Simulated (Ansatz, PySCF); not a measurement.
Noncovalent pair: BFH2O2 (SMILES OB(O)F) (first 6 atoms) with HF (SMILES F); geometry from B3LYP-D3(BJ)/def2-TZVP.
(charge 0, multiplicity 1):
```xyz
8

O      1.1091     0.8348     0.2336
B      0.0276     0.0340     0.1597
O     -0.4567    -0.5168     1.3137
F     -0.5826    -0.2359    -1.0041
H      1.3992     1.1900    -0.6120
H     -1.2297    -1.0779     1.1930
F      0.2876    -0.3480     3.8796
H      0.0913    -0.3569     2.9618
```

Monomers are frozen at their geometry in the pair; levels with a basis set take the counterpoise correction. Rows marked so take none.

Frozen-core correlation. Rows in 6-31G*, STO-3G carry no dispersion term and start afresh at each structure (6-31G* with six Cartesian d functions).

Programs: Ansatz (an electronic-structure program); PySCF for 6-31G* rows, STO-3G rows. 

```json
[
 {"level": "HF/STO-3G (no counterpoise)", "interaction energy (kcal/mol)": "-6.86"},
 {"level": "HF/6-31G*", "interaction energy (kcal/mol)": "-6.38"},
 {"level": "HF/aug-cc-pVDZ", "interaction energy (kcal/mol)": "-5.88"},
 {"level": "B97M-V/def2-TZVPPD", "interaction energy (kcal/mol)": "-7.49"},
 {"level": "B3LYP/6-31G* (no counterpoise)", "interaction energy (kcal/mol)": "…"},
 {"level": "BHLYP/def2-TZVPPD", "interaction energy (kcal/mol)": "…"},
 {"level": "wB97X-V/def2-TZVPPD", "interaction energy (kcal/mol)": "-7.49"},
 {"level": "MP2/aug-cc-pVDZ", "interaction energy (kcal/mol)": "-6.43"},
 {"level": "SCS-MP2/aug-cc-pVDZ", "interaction energy (kcal/mol)": "-5.90"}
]
```

Q: Fill in the missing entries.

A: 
- B3LYP/6-31G* (no counterpoise), interaction energy (kcal/mol): -8.40
- BHLYP/def2-TZVPPD, interaction energy (kcal/mol): -7.70
